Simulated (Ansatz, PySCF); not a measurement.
Complex: NH3 (SMILES N) (first 4 atoms) with CH5N (SMILES CN); geometry from B3LYP-D3(BJ)/def2-TZVP.
(charge 0, multiplicity 1):
```xyz
11

N      0.3039    -0.1805     0.2000
H      0.1075     0.3243     1.0642
H      0.6198     0.4951    -0.4866
H     -0.5733    -0.5587    -0.1396
C     -0.0322    -0.6871     3.6376
N      0.1760     0.7051     3.2295
H      0.5086    -1.3397     2.9519
H     -1.0925    -0.9293     3.5515
H      0.2864    -0.9165     4.6621
H      1.1535     0.9582     3.3139
H     -0.3475     1.3393     3.8204
```

Interaction energies are E(AB) − E(A) − E(B) at the monomers' geometry in the complex; basis-set methods are counterpoise corrected. Rows marked so take none.

Correlated levels freeze the cores. Rows in 3-21G carry no dispersion term and start afresh at each structure.

Programs: Ansatz (an electronic-structure program) with Gaussian orbitals; PySCF for 3-21G rows, the dispersion terms. Values without a source in brackets are computed.

| level | interaction energy (kcal/mol) |
|---|---|
| HF/3-21G (no counterpoise) | -5.83 |
| SVWN5/def2-TZVPPD | … |
| PBE/def2-TZVPPD | -3.29 |
| BLYP-D4/def2-TZVPPD | -3.70 |
| B97M-V/def2-TZVPPD | -3.64 |
| BHLYP-D3(BJ)/def2-TZVPPD | -3.92 |
| BHLYP-D4/def2-TZVPPD | -3.86 |
| MP2/aug-cc-pVDZ | -3.31 |
| SCS-MP2/aug-cc-pVDZ | … |

### Question
What belongs in the gaps?

### Answer

- SVWN5/def2-TZVPPD, interaction energy (kcal/mol): -6.26
- SCS-MP2/aug-cc-pVDZ, interaction energy (kcal/mol): -2.68
